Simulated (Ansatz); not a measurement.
Reaction (ligand exchange at the Si–O bond): `CO[SiH2]S[SiH2]F` + HCl → `F[SiH2]S[SiH2]Cl` + CH₃OH

Gas-phase electronic energies from Ansatz, PBE0-D4/def2-TZVP geometries. CCSD(T)/CBS is the MP2 limit (def2-TZVPP, def2-QZVPP) plus CCSD(T) − MP2 in def2-TZVPP, frozen cores. This one scheme is used for every species. Functionals use def2-TZVPP. B3LYP here is the variant with VWN-RPA as its local correlation; programs differ in this. One conformer a species, not always the lowest.

```csv
level,ΔE (kJ/mol)
PBE0-D4,-7.2
B3LYP-D4,3.1
PBE,-12.4
B3LYP,-3.4
HF/def2-TZVPP,1.0
MP2/def2-TZVPP,1.1
CCSD(T)/def2-TZVPP,4.2
HF/def2-QZVPP,1.5
```

Q: What does CCSD(T)/CBS give? (Best estimate.)

A: Computed: -0.8 kJ/mol. The listed levels differ from it by -6.4, 3.9, -11.6, -2.6, 1.8, 1.9, 5.0, 2.3 kJ/mol.

Largest T1 diagnostic among the species: 0.012.

The D4 term adds +6.5 kJ/mol with B3LYP and +3.9 kJ/mol with PBE0; it sums over pairs of atoms, weighted by their polarisabilities, and B3LYP, whose exchange is more repulsive, gets the larger term.
